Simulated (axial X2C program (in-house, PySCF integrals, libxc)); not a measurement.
**Outer orbitals of TaH at 1.773 Å, HF**

All values were computed with an in-house all-electron X2C program for linear molecules (integrals from PySCF). Spin-free means the one-electron spin-free X2C Hamiltonian; two-component (2c) means X2C with spin–orbit coupling and atomic mean-field two-electron Coulomb and Gaunt terms, so the difference of the two also holds small scalar two-electron terms. Basis: Ta dyall-v3z [13s14p9d7f2g], H dyall-v3z [6s2p1d] (cores contracted in-house); Gaussian nuclei, density fitting, unrestricted open shells. Masses: Ta 180.948 u, H 1.008 u.

The distance is close to the 2c PBE0 minimum; the highest filled and lowest empty levels are listed.

Spin-free orbitals, state M_S = 2, Λ = 2 (beyond evenly filled blocks: σα, π+α, π-α, δ+α) (Löwdin shares):

```json
{"symmetry": "σα", "occupied": "yes", "ε (eV)": "-11.36", "atomic character": "55% H s, 23% Ta s, 15% Ta d"}
{"symmetry": "σβ", "occupied": "yes", "ε (eV)": "-10.49", "atomic character": "60% H s, 15% Ta s, 14% Ta d"}
{"symmetry": "δ+α", "occupied": "yes", "ε (eV)": "-8.79", "atomic character": "100% Ta d"}
{"symmetry": "π+α", "occupied": "yes", "ε (eV)": "-8.53", "atomic character": "94% Ta d, 3% Ta p"}
{"symmetry": "π-α", "occupied": "yes", "ε (eV)": "-8.03", "atomic character": "94% Ta d, 3% Ta p, 2% H p"}
{"symmetry": "σα", "occupied": "yes", "ε (eV)": "-7.59", "atomic character": "55% Ta s, 23% Ta d, 17% Ta p"}
{"symmetry": "π+α", "occupied": "no", "ε (eV)": "0.36", "atomic character": "97% Ta p"}
{"symmetry": "σβ", "occupied": "no", "ε (eV)": "0.50", "atomic character": "69% Ta s, 24% Ta p, 5% Ta d"}
{"symmetry": "π-α", "occupied": "no", "ε (eV)": "0.55", "atomic character": "98% Ta p"}
{"symmetry": "σα", "occupied": "no", "ε (eV)": "0.82", "atomic character": "74% Ta p, 24% Ta d"}
```

The lowest two-component determinant found has another configuration (Ω = 1 (⟨Sz⟩ = 1.98, ⟨Lz⟩ = -0.98 at HF)), so the levels differ by more than spin–orbit coupling. Its spinors:

```tsv
ω	occupied	ε (eV)	atomic character	λ mixture
1/2	yes	-11.47	56% H s, 18% Ta d, 17% Ta s	100% σ
-1/2	yes	-11.05	59% H s, 17% Ta d, 14% Ta s	99% σ, 1% π
-3/2	yes	-8.45	100% Ta d	99% δ, 1% π
-1/2	yes	-7.99	91% Ta d, 6% Ta p	98% π, 2% σ
1/2	yes	-7.82	59% Ta s, 26% Ta d, 11% Ta p	100% σ
5/2	yes	-7.43	100% Ta d	100% δ
-1/2	no	0.37	69% Ta p, 27% Ta s, 2% Ta d	56% π, 44% σ
3/2	no	0.50	95% Ta p, 5% Ta d	100% π
-1/2	no	0.52	65% Ta p, 32% Ta s	56% σ, 44% π
1/2	no	0.61	74% Ta p, 23% Ta d	100% σ
```

How does the gap between the highest filled and lowest empty level change from the spin-free to the 2c table?

From 7.95 to 7.80 eV at HF, a change of -0.15 eV.

Mulliken charges and populations of the two-component result (they depend on the basis, above all on diffuse functions):

Ta 0.23 e (s 10.99 p 24.24 d 23.51 f 14.02), H -0.23 e (s 1.22 p 0.02). ⟨Lz⟩ = -0.98 ħ and ⟨Sz⟩ = 1.98 ħ (2.01 and -0.03 on the two atoms), which add up to Ω.

The state is a single determinant with fixed occupations, the lowest that a limited PBE0 search found. Other states lie close and PBE0, whose exact exchange favours high spin, may order them wrongly; the determinant shown need not be the ground state. The nearest other spin-free determinant of the search, M_S = 2, Λ = 1, lies 0.03 eV up at the distance of the search. With several unpaired electrons one determinant need not be a pure state. Open-shell Ω = 0 determinants with evenly filled partner blocks cannot be reached by this program, so the Ω shown need not be the lowest component.
